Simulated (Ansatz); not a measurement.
Species: NbCl4, net charge 0, doublet state. The spin state was set by rule; other spins were not relaxed. SMILES: [Cl][Nb]([Cl])([Cl])[Cl]
Geometry: optimised at B3LYP-D3(BJ)/def2-TZVP (Ansatz, a quantum-chemistry and plane-wave program).

Wanted: atomisation energy (electronic, to ground-state atoms), in eV. Correlated levels leave the core frozen unless marked. UHF or UKS for open shells. No spin-orbit coupling. The frozen core is the preceding noble-gas configuration, with the filled d and f shells of earlier blocks. Past Kr the def2 sets carry scalar-relativistic core potentials. The coupled-cluster limit lacks core correlation, which all-electron functionals hold. Basis-set limits of correlation are two-point, X^-3; Hartree-Fock from the larger set. [CCSD(T)-MP2]/basis is that difference in the basis named.

| level | program | atomisation energy (eV) |
|---|---|---|
| HF/def2-SVP | Ansatz | 12.15 |
| HF/def2-TZVPP | Ansatz | 12.29 |

**Question.** What does RI-MP2/CBS(def2-TZVPP,def2-QZVPP)+[CCSD(T)-MP2]/def2-TZVPP (Ansatz) give?

**Answer.** 18.33 eV
